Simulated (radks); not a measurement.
Q: Numerical settings for neutral bromine, [Ar] 3d10 4s2 4p5. All-electron calculation, scalar-relativistic Kohn-Sham, PBE, spin-polarised, spherical densities, finite nucleus; open shells are filled with parallel spins first; Fermi nuclear charge, rms radius 4.1629 fm. Program: a radial shooting solver on a logarithmic mesh with Libxc functionals. The defaults (mesh step 0.008 in ln r, mesh end at 40 bohr or more with all orbitals vanishing there, Anderson mixing 0.5 over 9 steps, residual threshold near 1e-9 with the energy settled to 1e-9 hartree or 1e-11 of itself, here a cap of 54 iterations) give E = -2606.3991 hartree and 4p at -7.452 eV in 14 iterations. Run on one thread of a shared host, so times are rough (Arm Neoverse V2): 0.15 s of CPU time, 0.15 s wall, 14 iterations on 2381 mesh points. One setting is changed at a time: mesh step in ln r 0.003; mesh step in ln r 0.08; mesh step in ln r 0.12; mesh end (bohr) 2; mesh end (bohr) 5; residual threshold 1e-05; residual threshold 1e-13; mixing 1; linear mixing, mixing 0.05; linear mixing, mixing 0.8; mixing history 20; iteration cap 8. Which runs fail to converge, and which converge to a wrong energy?

A: Not converged within the cap: mesh step in ln r 0.12; residual threshold 1e-13; linear mixing, mixing 0.05; linear mixing, mixing 0.8; iteration cap 8. Settled on a wrong energy, with an occupied level pushed above zero by the early mesh end: mesh end (bohr) 2 (+10 hartree). Apart from these: settings that end as converged yet miss the energy by more than 1 mhartree: mesh end (bohr) 5 (+0.0517 hartree).
